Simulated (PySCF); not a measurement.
# Computed records: CH₄AlBN

Computed with PySCF 2.14.0. Calculation on a computer-drawn molecule: the log of a Hartree-Fock and frozen-core CCSD(T) single point meant for a local Hartree-Fock minimum, with one planted fault or none, to be diagnosed. Offsets are logged minus clean, where the clean run is the same molecule without the fault. The reference is restricted for singlets and unrestricted otherwise, and also for a bond in bohr or an excited solution. Adding or removing an electron swaps singlet and doublet. The excited solution moves the top pair (singlet) or top alpha electron (doublet) to the lowest empty orbital. Highest occupied and lowest empty are orbital energies over both spins, largest force is the largest gradient component, triples share is (T) over the correlation energy, the T1 limit is 0.02 restricted and 0.045 unrestricted, electrons count all cores, a negative frequency is imaginary (commonest isotopes), and the dipole is about the centre of nuclear charge.

```xyz
8
formula=CH4AlBN meant_charge=0 meant_multiplicity=2 meant_basis=cc-pV(D+d)Z logged_electrons=35 logged_basis_functions=28 logged_SCF_converged=yes logged_spin_squared=0.7747 logged_highest_occupied=-4.7902 logged_lowest_empty=6.8324 logged_largest_force=0.03928 logged_T1_diagnostic=0.029358 logged_D1_diagnostic=0.1095 logged_triples_share=0.046844 logged_CC_converged=yes logged_dipole_magnitude=5.7801 logged_SCF_stable_within_its_kind=yes logged_energy_HF=-356.77058 logged_energy_CCSD(T)=-357.00336 possible_faults=no_fault,one_electron_removed,one_electron_added,multiplicity_raised_by_two,geometry_at_a_saddle_point,SCF_held_on_an_excited_solution,minimal_basis_STO-3G,one_bond_length_entered_in_bohr,all_coordinates_scaled planted_fault=minimal_basis_STO-3G HF_energy_offset_from_clean_run=2783 CCSD(T)_energy_offset_from_clean_run=2937
C      2.2773     0.4402    -2.1476
B      2.4017     0.7058    -0.6135
N      1.3197     1.1455     0.1653
Al     0.0922     1.6515     1.0916
H      1.3439     0.5799    -2.6897
H      3.1107     0.1026    -2.7592
H      3.4886     0.5164    -0.1019
H     -1.0869     2.1366     1.9738
```

Units: logged_highest_occupied, logged_lowest_empty in eV; logged_largest_force in hartree/bohr; logged_dipole_magnitude in debye; logged_energy_HF, logged_energy_CCSD(T) in hartree; HF_energy_offset_from_clean_run, CCSD(T)_energy_offset_from_clean_run in kcal/mol.

Drawn bonds:
| atom | other atom | order |
| --- | --- | --- |
| 1 | 2 | 1 |
| 2 | 3 | 1 |
| 3 | 4 | 2 |
| 1 | 5 | 1 |
| 1 | 6 | 1 |
| 2 | 7 | 1 |
| 4 | 8 | 1 |
